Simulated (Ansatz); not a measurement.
Stepwise reaction of `[O]=[Mo](=[O])([OH])[OH]` with ammonia, as a gas-phase model of exchange steps in deposition or etching. ΔE in kJ/mol; ΔG adds harmonic PBE0-D4 terms to CCSD(T)/CBS, at 1 bar.

Calculated with Ansatz (gas phase, PBE0-D4/def2-TZVP geometries, no zero-point term in ΔE). CCSD(T)/CBS is the MP2 limit (def2-TZVPP, def2-QZVPP) plus CCSD(T) − MP2 in def2-TZVPP, frozen cores. This one scheme is used for every species. Functionals use def2-TZVPP. B3LYP here is the variant with VWN-RPA as its local correlation; programs differ in this. Elements past krypton have def2 core potentials. For Mo outer-core shells are correlated without core-valence functions, which leaves a few kJ/mol of doubt a bond. One conformer a species, not always the lowest.

| step | reaction | PBE-D4 | B3LYP-D4 | ωB97M-V | CCSD(T)/CBS | ΔG(400 K) |
| --- | --- | --- | --- | --- | --- | --- |
| 1 | `[O]=[Mo](=[O])([OH])[OH]` + NH₃ → `[NH2][Mo](=[O])(=[O])[OH]` + H₂O | 28.9 | 28.3 | 28.9 | 23.1 | 18.5 |

Task: Give the row of step 2, `[NH2][Mo](=[O])(=[O])[OH]` + NH₃ → `[NH2][Mo]([NH2])(=[O])=[O]` + H₂O. (Best estimate.)

Result: The calculation gave: 
```json
{"step": "2", "reaction": "`[NH2][Mo](=[O])(=[O])[OH]` + NH₃ → `[NH2][Mo]([NH2])(=[O])=[O]` + H₂O", "PBE-D4": "32.1", "B3LYP-D4": "31.6", "ωB97M-V": "32.2", "CCSD(T)/CBS": "26.8", "ΔG(400 K)": "26.0"}
```

Task: By hand: ΔE of the 2 steps together at CCSD(T)/CBS.

Result: (23.1) + (26.8) = 49.9 kJ/mol, or 25.0 kJ/mol a step.

In ΔE the steps differ by no more than 3.7 kJ/mol. All are uphill at CCSD(T)/CBS. ΔG lies between 18.5 and 26.0 kJ/mol a step. PBE-D4 differs from CCSD(T)/CBS by 5.3 to 5.8 kJ/mol a step. Isolated molecules leave out the surface, adducts and barriers. Largest T1 diagnostic: 0.025.
